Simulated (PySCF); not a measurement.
Molfile (atoms numbered from 1):
```
C2H3N3Si
     RDKit          3D

  9  8  0  0  0  0  0  0  0  0999 V2000
    2.9277   -0.0780   -0.3244 N   0  0  0  0  0  0  0  0  0  0  0  0
    1.8126   -0.0187   -0.0138 C   0  0  0  0  0  0  0  0  0  0  0  0
    0.0188    0.0337    0.4517 Si  0  0  0  0  0  4  0  0  0  0  0  0
   -0.7727   -1.2710   -0.2992 N   0  0  0  0  0  0  0  0  0  0  0  0
   -0.5413    1.7199   -0.1092 C   0  0  0  0  0  0  0  0  0  0  0  0
   -0.9486    2.7458   -0.4649 N   0  0  0  0  0  0  0  0  0  0  0  0
   -0.1490   -0.0284    1.9207 H   0  0  0  0  0  0  0  0  0  0  0  0
   -1.6338   -1.6441    0.0828 H   0  0  0  0  0  0  0  0  0  0  0  0
   -0.6867   -1.4470   -1.2939 H   0  0  0  0  0  0  0  0  0  0  0  0
  1  2  3  0
  2  3  1  0
  3  4  1  0
  3  5  1  0
  5  6  3  0
  3  7  1  0
  4  8  1  0
  4  9  1  0
M  END
```

Geometry: PBE0-D3(BJ)/def2-SVP; GIAO shifts from PySCF 2.14.0 with density-fitted response routines, gas phase, non-relativistic, averaged over equivalent atoms.

At PBE0/pcSseg-1 (124 basis functions, 10 s wall time on 1 thread of an Arm Neoverse V1, shared host):
| atoms | δ (ppm) |
| --- | --- |
| N1/N6 | 370.8 |
| N4 | 16.6 |
| C2/C5 | 123.8 |
| Si3 | -82.2 |
| H7 | 4.67 |
| H8/H9 | 1.08 |

Scale: NH3 for $^{15}$N (σ = 265.67 ppm); $^{13}$C (σ = 184.41 ppm) and $^{29}$Si (σ = 351.99 ppm) and $^{1}$H (σ = 31.27 ppm) against TMS (reference shieldings calculated alike).

Problem. What do these become at KT3/pcSseg-2?

Solution. 
```csv
atoms,δ at KT3/pcSseg-2,change
N1/N6,336.0,-34.8
N4,18.6,+2.0
C2/C5,113.8,-10.0
Si3,-85.9,-3.7
H7,4.72,+0.05
H8/H9,1.04,-0.04
```

Chemical shifts δ = σref − σ; $^{15}$N (σref 258.71) against NH3; TMS for $^{13}$C (σref 181.31) and $^{29}$Si (σref 358.24) and $^{1}$H (σref 31.35), all at this level.

The largest change is at N1/N6 (nitrile nitrogen). Cost: 265 basis functions, 44 s wall time on 1 thread of an Arm Neoverse V1, shared host.

Experimental scales use liquid or dissolved standards, which lie at an offset from isolated NH3 (liquid NH3: subtract about 20 ppm). Unscaled 15N shifts of sp2 nitrogen come out 20 to 40 ppm too high even then.
